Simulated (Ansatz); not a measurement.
Ansatz (an electronic-structure program) input (B3LYP/6-31G*):

Ansatz 0.2 input:
```yaml
crystal:
  periodic: [false, false, false]
  atoms:
    - {symbol: C, position_ang: [-0.70831004, 0.08906451, 0.00691051]}
    - {symbol: N, position_ang: [0.53662090, -0.32095900, -0.03410420]}
    - {symbol: H, position_ang: [-0.76379270, 1.26057479, 0.14007854]}
    - {symbol: H, position_ang: [1.25730663, 0.45175119, 0.05718780]}
basis:
  gaussian:
    orbitals: 6-31G*
hamiltonian:
  xc: {name: B3LYP}
total_charge: -1
phonons: {temperatures: {t_min: 298.15, t_max: 298.15, t_step: 100}}
```

Output:

```
Functional definition: B3LYP
integrals: 0.00 GiB planned
391 factors; integrals over basis functions are off by at most 6.5e-4 eV
mean field: 0.07 GiB planned
mean field evaluation 1: about -2555.7746 eV, gradient 1.2e1 eV
mean field evaluation 2: about -2555.6099 eV, gradient 1.5e1 eV
mean field evaluation 4: about -2556.1765 eV, gradient 1.3e0 eV
mean field evaluation 8: about -2556.1789 eV, gradient 3.8e-3 eV
mean field -2556.17890504 eV, -93.9378421200 hartree, gradient 1.9e-5 eV, S^2 0.000000; 0 other end points of the search recorded, 0 dependent functions left out
the calculation of the forces begins
reference -2556.17907732 eV, -93.9378484509 hartree; 8, 8 occupied and 26, 26 virtual orbitals, 391 factors
these checks for a lower state are left out or cut short: stability, starts, cluster_reference, orbital_swaps, neighbouring_geometries, increment
integrals: 0.00 GiB planned
391 factors; integrals over basis functions are off by at most 6.4e-4 eV
mean field: 0.07 GiB planned
mean field evaluation 16: about -2556.1788 eV, gradient 1.3e-1 eV
mean field -2556.17882401 eV, -93.9378391423 hartree, gradient 2.5e-6 eV, S^2 0.000000; 0 other end points of the search recorded, 0 dependent functions left out
the calculation of the forces begins
reference -2556.17899636 eV, -93.9378454760 hartree; 8, 8 occupied and 26, 26 virtual orbitals, 391 factors
these checks for a lower state are left out or cut short: stability, starts, cluster_reference, orbital_swaps, neighbouring_geometries, increment
integrals: 0.00 GiB planned
391 factors; integrals over basis functions are off by at most 6.5e-4 eV
mean field: 0.07 GiB planned
mean field -2556.17882351 eV, -93.9378391239 hartree, gradient 6.1e-7 eV, S^2 0.000000; 0 other end points of the search recorded, 0 dependent functions left out
the calculation of the forces begins
reference -2556.17899571 eV, -93.9378454519 hartree; 8, 8 occupied and 26, 26 virtual orbitals, 391 factors
these checks for a lower state are left out or cut short: stability, starts, cluster_reference, orbital_swaps, neighbouring_geometries, increment
integrals: 0.00 GiB planned
391 factors; integrals over basis functions are off by at most 6.5e-4 eV
mean field: 0.07 GiB planned
mean field evaluation 32: about -2556.1788 eV, gradient 7.8e-5 eV
mean field -2556.17881308 eV, -93.9378387405 hartree, gradient 1.3e-6 eV, S^2 0.000000; 0 other end points of the search recorded, 0 dependent functions left out
the calculation of the forces begins
reference -2556.17898534 eV, -93.9378450708 hartree; 8, 8 occupied and 26, 26 virtual orbitals, 391 factors
these checks for a lower state are left out or cut short: stability, starts, cluster_reference, orbital_swaps, neighbouring_geometries, increment
integrals: 0.00 GiB planned
391 factors; integrals over basis functions are off by at most 6.5e-4 eV
mean field: 0.07 GiB planned
mean field -2556.17881300 eV, -93.9378387374 hartree, gradient 1.5e-6 eV, S^2 0.000000; 0 other end points of the search recorded, 0 dependent functions left out
the calculation of the forces begins
reference -2556.17898529 eV, -93.9378450690 hartree; 8, 8 occupied and 26, 26 virtual orbitals, 391 factors
these checks for a lower state are left out or cut short: stability, starts, cluster_reference, orbital_swaps, neighbouring_geometries, increment
integrals: 0.00 GiB planned
391 factors; integrals over basis functions are off by at most 6.5e-4 eV
mean field: 0.07 GiB planned
mean field -2556.17879559 eV, -93.9378380978 hartree, gradient 7.2e-7 eV, S^2 0.000000; 0 other end points of the search recorded, 0 dependent functions left out
the calculation of the forces begins
reference -2556.17896772 eV, -93.9378444235 hartree; 8, 8 occupied and 26, 26 virtual orbitals, 391 factors
these checks for a lower state are left out or cut short: stability, starts, cluster_reference, orbital_swaps, neighbouring_geometries, increment
integrals: 0.00 GiB planned
391 factors; integrals over basis functions are off by at most 6.5e-4 eV
mean field: 0.07 GiB planned
mean field -2556.17879713 eV, -93.9378381543 hartree, gradient 2.2e-6 eV, S^2 0.000000; 0 other end points of the search recorded, 0 dependent functions left out
the calculation of the forces begins
reference -2556.17896955 eV, -93.9378444905 hartree; 8, 8 occupied and 26, 26 virtual orbitals, 391 factors
these checks for a lower state are left out or cut short: stability, starts, cluster_reference, orbital_swaps, neighbouring_geometries, increment
integrals: 0.00 GiB planned
391 factors; integrals over basis functions are off by at most 6.5e-4 eV
mean field: 0.07 GiB planned
mean field -2556.17880851 eV, -93.9378385726 hartree, gradient 1.7e-6 eV, S^2 0.000000; 0 other end points of the search recorded, 0 dependent functions left out
the calculation of the forces begins
reference -2556.17898071 eV, -93.9378449008 hartree; 8, 8 occupied and 26, 26 virtual orbitals, 391 factors
these checks for a lower state are left out or cut short: stability, starts, cluster_reference, orbital_swaps, neighbouring_geometries, increment
integrals: 0.00 GiB planned
391 factors; integrals over basis functions are off by at most 6.5e-4 eV
mean field: 0.07 GiB planned
mean field evaluation 64: about -2556.1788 eV, gradient 9.5e-5 eV
mean field -2556.17880883 eV, -93.9378385841 hartree, gradient 7.0e-7 eV, S^2 0.000000; 0 other end points of the search recorded, 0 dependent functions left out
the calculation of the forces begins
reference -2556.17898117 eV, -93.9378449178 hartree; 8, 8 occupied and 26, 26 virtual orbitals, 391 factors
these checks for a lower state are left out or cut short: stability, starts, cluster_reference, orbital_swaps, neighbouring_geometries, increment
integrals: 0.00 GiB planned
391 factors; integrals over basis functions are off by at most 6.5e-4 eV
mean field: 0.07 GiB planned
mean field -2556.17885595 eV, -93.9378403159 hartree, gradient 1.9e-6 eV, S^2 0.000000; 0 other end points of the search recorded, 0 dependent functions left out
the calculation of the forces begins
reference -2556.17902816 eV, -93.9378466446 hartree; 8, 8 occupied and 26, 26 virtual orbitals, 391 factors
these checks for a lower state are left out or cut short: stability, starts, cluster_reference, orbital_swaps, neighbouring_geometries, increment
integrals: 0.00 GiB planned
391 factors; integrals over basis functions are off by at most 6.4e-4 eV
mean field: 0.07 GiB planned
mean field -2556.17885596 eV, -93.9378403162 hartree, gradient 2.8e-6 eV, S^2 0.000000; 0 other end points of the search recorded, 0 dependent functions left out
the calculation of the forces begins
reference -2556.17902829 eV, -93.9378466493 hartree; 8, 8 occupied and 26, 26 virtual orbitals, 391 factors
these checks for a lower state are left out or cut short: stability, starts, cluster_reference, orbital_swaps, neighbouring_geometries, increment
integrals: 0.00 GiB planned
391 factors; integrals over basis functions are off by at most 6.5e-4 eV
mean field: 0.07 GiB planned
mean field -2556.17889380 eV, -93.9378417070 hartree, gradient 2.4e-6 eV, S^2 0.000000; 0 other end points of the search recorded, 0 dependent functions left out
the calculation of the forces begins
reference -2556.17906606 eV, -93.9378480372 hartree; 8, 8 occupied and 26, 26 virtual orbitals, 391 factors
these checks for a lower state are left out or cut short: stability, starts, cluster_reference, orbital_swaps, neighbouring_geometries, increment
integrals: 0.00 GiB planned
391 factors; integrals over basis functions are off by at most 6.5e-4 eV
mean field: 0.07 GiB planned
mean field -2556.17889435 eV, -93.9378417271 hartree, gradient 2.5e-6 eV, S^2 0.000000; 0 other end points of the search recorded, 0 dependent functions left out
the calculation of the forces begins
reference -2556.17906664 eV, -93.9378480587 hartree; 8, 8 occupied and 26, 26 virtual orbitals, 391 factors
these checks for a lower state are left out or cut short: stability, starts, cluster_reference, orbital_swaps, neighbouring_geometries, increment
integrals: 0.00 GiB planned
391 factors; integrals over basis functions are off by at most 6.5e-4 eV
mean field: 0.07 GiB planned
mean field evaluation 96: about -2556.1789 eV, gradient 5.3e-5 eV
mean field -2556.17885122 eV, -93.9378401419 hartree, gradient 1.7e-6 eV, S^2 0.000000; 0 other end points of the search recorded, 0 dependent functions left out
the calculation of the forces begins
reference -2556.17902361 eV, -93.9378464774 hartree; 8, 8 occupied and 26, 26 virtual orbitals, 391 factors
these checks for a lower state are left out or cut short: stability, starts, cluster_reference, orbital_swaps, neighbouring_geometries, increment
integrals: 0.00 GiB planned
391 factors; integrals over basis functions are off by at most 6.5e-4 eV
mean field: 0.07 GiB planned
mean field -2556.17885018 eV, -93.9378401038 hartree, gradient 1.2e-6 eV, S^2 0.000000; 0 other end points of the search recorded, 0 dependent functions left out
the calculation of the forces begins
reference -2556.17902233 eV, -93.9378464302 hartree; 8, 8 occupied and 26, 26 virtual orbitals, 391 factors
these checks for a lower state are left out or cut short: stability, starts, cluster_reference, orbital_swaps, neighbouring_geometries, increment
integrals: 0.00 GiB planned
391 factors; integrals over basis functions are off by at most 6.5e-4 eV
mean field: 0.07 GiB planned
mean field -2556.17887929 eV, -93.9378411737 hartree, gradient 1.9e-6 eV, S^2 0.000000; 0 other end points of the search recorded, 0 dependent functions left out
the calculation of the forces begins
reference -2556.17905168 eV, -93.9378475087 hartree; 8, 8 occupied and 26, 26 virtual orbitals, 391 factors
these checks for a lower state are left out or cut short: stability, starts, cluster_reference, orbital_swaps, neighbouring_geometries, increment
integrals: 0.00 GiB planned
391 factors; integrals over basis functions are off by at most 6.5e-4 eV
mean field: 0.07 GiB planned
mean field -2556.17887858 eV, -93.9378411477 hartree, gradient 1.8e-6 eV, S^2 0.000000; 0 other end points of the search recorded, 0 dependent functions left out
the calculation of the forces begins
reference -2556.17905075 eV, -93.9378474745 hartree; 8, 8 occupied and 26, 26 virtual orbitals, 391 factors
Total energy: -2556.17907732 eV, -93.9378484509 hartree
Atom 0 at    -0.708310     0.089065     0.006911 Å, force     0.000122     0.000243     0.000028 eV/Å
Atom 1 at     0.536621    -0.320959    -0.034104 Å, force    -0.000164    -0.000257    -0.000030 eV/Å
Atom 2 at    -0.763793     1.260575     0.140079 Å, force    -0.000153    -0.000124    -0.000015 eV/Å
Atom 3 at     1.257307     0.451751     0.057188 Å, force     0.000195     0.000139     0.000017 eV/Å
Dipole moment:     0.403646     0.294021     0.035328 e Å
Vibrations: 1119.74 1176.04 1424.15 1492.98 2100.36 2796.14 cm⁻¹, zero-point energy 0.626704 eV
```

The blocks after the first are displaced geometries, from whose forces the wavenumbers follow.

The dipole moment of an ion depends on the origin.
